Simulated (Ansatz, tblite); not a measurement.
Removing an electron: CdMeI (CH₃CdI). Charge 0, multiplicity 1. Geometry: PBE0-D4/def2-TZVP. Ansatz, gas phase; energy differences of separate SCF runs; the oxidised species was run as a doublet alone.

```xyz
6

Cd    0.9193    0.1909   -0.6679
C    -0.7623   -0.1583    0.5526
H    -1.6477   -0.2784   -0.0714
H    -0.9057    0.6870    1.2255
H    -0.6055   -1.0643    1.1377
I     3.0020    0.6231   -2.1765
```

In the def2 sets Cd, I take a core potential; there is no spin–orbit coupling. The xTB rows come from tblite. HOMO above LUMO, or a gap near zero within one spin, warns that the state may not be the lowest or that an electron is smeared out.

```tsv
level	−HOMO (eV)	vertical IE (eV)	−LUMO (eV)	HOMO–LUMO gap (eV)
GFN1-xTB	10.23	13.25	5.66	4.57
r2SCAN-D4/def2-TZVP	6.50	9.38	1.57	4.93
PBE0-D4/def2-TZVP	7.32	9.46	1.03	6.29
```

Task: Estimate the rows for GFN2-xTB, PBE-D4/def2-TZVP.

Result: 
```tsv
level	−HOMO (eV)	vertical IE (eV)	−LUMO (eV)	HOMO–LUMO gap (eV)	remarks
GFN2-xTB	10.63	13.78	5.65	4.98	–
PBE-D4/def2-TZVP	6.22	9.28	1.83	4.39	gap within one spin near zero (+1 doublet)
```

  Raw xTB energy differences between charge states are shifted by several eV; the methods need an empirical correction for them.
